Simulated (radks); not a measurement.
All-electron atom: the praseodymium ion Pr4+ in [Xe] 4f0.5 6s0.5 (fractional occupations, a model configuration).

Method: scalar-relativistic Kohn-Sham, r2SCAN, spin-polarised, spherical densities, finite nucleus; open shells are filled with parallel spins first (spin-orbit coupling, left out, can overturn this in heavy ions); meta-GGA in the generalised Kohn-Sham scheme; Fermi nuclear charge, rms radius 4.8919 fm; computed with a radial shooting solver on a logarithmic mesh with Libxc functionals.

Energy parts (Ry):
part                       energy
total                 -18469.5259
kinetic                19616.7030
electron-nucleus      -44579.2312
Hartree                 6921.4323
exchange-correlation    -428.4300

Orbitals (lengths in bohr, moments of r in powers of bohr; r(90%) holds 90 % of the orbital's charge):
| orbital | occ. | eigenvalue (Ry) | <1/r> | <r> | r(90%) |
|---|---|---|---|---|---|
| 1s up | 1 | -3082.303 | 64.68 | 0.02410 | 0.0435 |
| 1s down | 1 | -3082.303 | 64.68 | 0.02410 | 0.0435 |
| 2s up | 1 | -500.9305 | 14.94 | 0.1030 | 0.159 |
| 2s down | 1 | -500.9303 | 14.94 | 0.1030 | 0.159 |
| 2p up | 3 | -448.4090 | 14.10 | 0.09057 | 0.147 |
| 2p down | 3 | -448.4087 | 14.10 | 0.09057 | 0.147 |
| 3s up | 1 | -112.1766 | 5.446 | 0.2719 | 0.399 |
| 3s down | 1 | -112.1604 | 5.447 | 0.2719 | 0.399 |
| 3p up | 3 | -95.45039 | 5.144 | 0.2702 | 0.404 |
| 3p down | 3 | -95.43410 | 5.145 | 0.2701 | 0.404 |
| 3d up | 5 | -71.97537 | 4.871 | 0.2476 | 0.387 |
| 3d down | 5 | -71.96225 | 4.872 | 0.2476 | 0.386 |
| 4s up | 1 | -25.96347 | 2.277 | 0.6189 | 0.887 |
| 4s down | 1 | -25.91816 | 2.277 | 0.6188 | 0.887 |
| 4p up | 3 | -20.42303 | 2.106 | 0.6535 | 0.948 |
| 4p down | 3 | -20.37696 | 2.106 | 0.6534 | 0.948 |
| 4d up | 5 | -12.45810 | 1.852 | 0.7135 | 1.07 |
| 4d down | 5 | -12.41068 | 1.853 | 0.7134 | 1.07 |
| 5s up | 1 | -6.30459 | 0.9376 | 1.416 | 2.01 |
| 5s down | 1 | -6.27790 | 0.9344 | 1.419 | 2.02 |
| 5p up | 3 | -4.78994 | 0.8277 | 1.585 | 2.27 |
| 5p down | 3 | -4.76677 | 0.8267 | 1.584 | 2.27 |
| 4f up | 0.5 | -3.95085 | 1.392 | 0.9038 | 1.49 |
| 4f down | 0 | -3.90326 | 1.392 | 0.9041 | 1.49 |
| 5d up | 0 | -2.77626 | 0.6372 | 2.033 | 2.99 |
| 5d down | 0 | -2.72261 | 0.6517 | 1.986 | 2.90 |
| 6s up | 0.5 | -2.27765 | 0.4231 | 3.053 | 4.26 |
| 6p up | 0 | -1.84313 | 0.3780 | 3.406 | 4.74 |
| 5f up | 0 | -1.20861 | 0.3824 | 3.363 | 4.94 |

The highest occupied level is 6s up at -30.989 eV. The configuration is held as typed, so some empty levels lie below it. The electron density at the nucleus is 4.335e+05 e/bohr^3 (large components only). Summed over all electrons, <r^2> = 38.17 bohr^2, which gives a Langevin (diamagnetic) susceptibility term of -30.2 x 10^-6 cm^3/mol. Spin moment in Bohr magnetons: 1. The density falls to 0.001 e/bohr^3 at r = 3.74 bohr.
